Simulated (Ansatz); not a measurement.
Cost and result for the atomization energy of C2H6GeTe, SMILES `C=C[Te][GeH3]` (10 atoms, 9 bonds).

```xyz
10

C    -0.804   -1.132    1.914
C    -0.863   -0.483    0.760
Te   -0.240    1.511    0.525
Ge    1.017    1.031   -1.646
H    -0.361   -0.697    2.803
H    -1.206   -2.136    2.004
H    -1.307   -0.938   -0.120
H     0.103    0.216   -2.576
H     2.308    0.242   -1.379
H     1.352    2.386   -2.285
```

Charge 0, multiplicity 1. Correlated methods include outer-core shells of Ge, Te, which these sets cover unevenly. Scalar relativity is left out up to krypton. Te takes the def2 core potential. The structure was optimised at the PBE0-D4/def2-TZVP level. It is one conformer, not always the lowest. Program: Ansatz. All runs use 4 threads of an Arm Neoverse V2 on a shared host. Times are those of one run each, without the atoms' runs, and a repeat can differ threefold. Electronic energies, without spin–orbit coupling; frozen cores. CCSD(T)/CBS adds CCSD(T) − MP2 in def2-TZVPP to the MP2 limit, and its time is that of the two runs behind it. T1 = 0.011. With those shells the extrapolation isn't a true limit. B3LYP takes the VWN-RPA correlation (the form of Gaussian; ORCA's B3LYP/G).

CCSD(T)/CBS is a level of theory with its own doubt, some kJ/mol a heavy atom from the limit and from the frozen cores, so smaller differences don't rank the functionals.

| level | functions | wall time | atomization (kJ/mol) | difference from CCSD(T)/CBS | per bond |
| --- | --- | --- | --- | --- | --- |
| BLYP-D4/def2-TZVPP | 244 | 2.5 s | 3263.1 | -33.1 | -3.7 |
| PBE0-D4/def2-TZVPP | 244 | 4.1 s | 3278.2 | -18.0 | -2.0 |
| BHLYP-D4/def2-TZVPP | 244 | 4.1 s | 3192.8 | -103.4 | -11.5 |
| CAM-B3LYP-D4/def2-TZVPP | 244 | 4.5 s | 3271.4 | -24.8 | -2.8 |
| B3LYP-D4/def2-TZVPP (with forces) | 244 | 6.5 s | 3273.4 | -22.8 | -2.5 |
| r2SCANh-D4/def2-TZVPP | 244 | 6.5 s | 3263.4 | -32.8 | -3.6 |
| ωB97X-V/def2-TZVPP | 244 | 10 s | 3282.8 | -13.4 | -1.5 |
| B97M-V/def2-TZVPP | 244 | 13 s | 3294.3 | -1.9 | -0.2 |
| CCSD(T)/def2-SVP | 116 | 14 s | 3088.6 | -207.6 | -23.1 |
| ωB97M-V/def2-TZVPP (with forces) | 244 | 15 s | 3257.2 | -39.0 | -4.3 |
| MP2/def2-QZVPP | 465 | 30 s | 3277.0 | -19.2 | -2.1 |
| CCSD(T)/def2-TZVPP | 244 | 5.4 min | 3211.7 | -84.5 | -9.4 |
| CCSD(T)/CBS(def2) | – | 5.9 min | 3296.2 | 0.0 | 0.0 |

In def2-TZVPP, CCSD(T) changes the Hartree–Fock value by +850.4 kJ/mol (the triples alone add +55.1 kJ/mol) and MP2 by +866.3 kJ/mol; breaking electron pairs costs correlation energy, which Hartree–Fock lacks. From r2SCAN to r2SCAN0 (25 % exact exchange), in def2-TZVPP and without D4, the atomization energy moves by −45.2 kJ/mol: exact exchange takes away binding that semilocal exchange gives to molecules. At CCSD(T), def2-SVP lies −207.6 kJ/mol from the extrapolated value and def2-TZVPP −84.5 kJ/mol: correlation converges slowly with the basis, and small sets miss more of it in the bonded molecule than in its fragments.

Spin–orbit coupling would lower the free Te atoms strongly, and the atomization energy with them, by more than many differences here. For some Ge, Se and Sn compounds the MP2-based and the directly extrapolated limit differ by 10 to 25 kJ/mol.
